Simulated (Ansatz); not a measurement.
`F[SiH](F)[O][GeH3]` + `NC=O` → `O=C[NH][GeH3]` + `O[SiH](F)F`  (ligand exchange at a Ge–O bond)

Computed with Ansatz on PBE0-D4/def2-TZVP structures; ΔE is electronic, products minus reactants. CCSD(T)/CBS adds triple-zeta CCSD(T) − MP2 to the extrapolated MP2 energy (def2 sets, frozen cores). This one scheme is used for every species. Functionals use def2-TZVPP. B3LYP here is the variant with VWN-RPA as its local correlation; programs differ in this. HSE06 is defined as in plane-wave codes. For Ge outer-core shells are correlated without core-valence functions, which leaves a few kJ/mol of doubt a bond. Scalar relativity is left out up to krypton. Each species was taken in one conformer, which may not be the lowest.

```tsv
level	ΔE (kJ/mol)	difference from CCSD(T)/CBS
LDA (SPW92)	18.0	-4.4
PBE-D4	23.6	1.2
revPBE-D4	22.3	-0.1
BLYP-D4	28.8	6.4
r2SCAN-D4	26.7	4.3
B97M-V	29.0	6.6
B3LYP-D4	30.3	7.9
r2SCANh-D4	26.9	4.5
r2SCAN0-D4	27.2	4.8
HSE06-D4	25.4	3.0
BHLYP-D4	33.8	11.4
CAM-B3LYP-D4	30.9	8.5
ωB97X-V	27.8	5.4
ωB97M-V	26.0	3.6
B2PLYP	28.3	5.9
PBE-QIDH	24.5	2.1
revPBE	26.2	3.8
BLYP	30.5	8.1
r2SCAN	26.7	4.3
PBE0	25.5	3.1
B3LYP	30.9	8.5
r2SCANh	26.9	4.5
r2SCAN0	27.1	4.7
HSE06	25.3	2.9
BHLYP	33.1	10.7
LC-ωPBE	27.1	4.7
HF/def2-SVP	40.2	17.8
MP2/def2-SVP	27.1	4.7
CCSD/def2-SVP	29.3	6.9
CCSD(T)/def2-SVP	27.3	4.9
HF/def2-TZVPP	39.3	16.9
MP2/def2-TZVPP	22.0	-0.4
SCS-MP2/def2-TZVPP	26.0	3.6
CCSD/def2-TZVPP	25.3	2.9
CCSD(T)/def2-TZVPP	22.9	0.5
HF/def2-QZVPP	40.9	18.5
MP2/def2-QZVPP	22.2	-0.2
SCS-MP2/def2-QZVPP	26.3	3.9
MP2/CBS(def2)	21.4	-1.0
CCSD/CBS(def2)	24.8	2.4
CCSD(T)/CBS	22.4	0
```

Largest T1 diagnostic among the species: 0.016.

In def2-TZVPP, CCSD(T) changes the Hartree–Fock value by −16.4 kJ/mol (the triples alone add −2.3 kJ/mol) and MP2 by −17.3 kJ/mol. Leaving LDA and LC-ωPBE aside and taking each functional with its dispersion term where it has one, the values spread over 11.5 kJ/mol, from revPBE-D4 to BHLYP-D4. LDA lies −6.0 kJ/mol from PBE without D4.
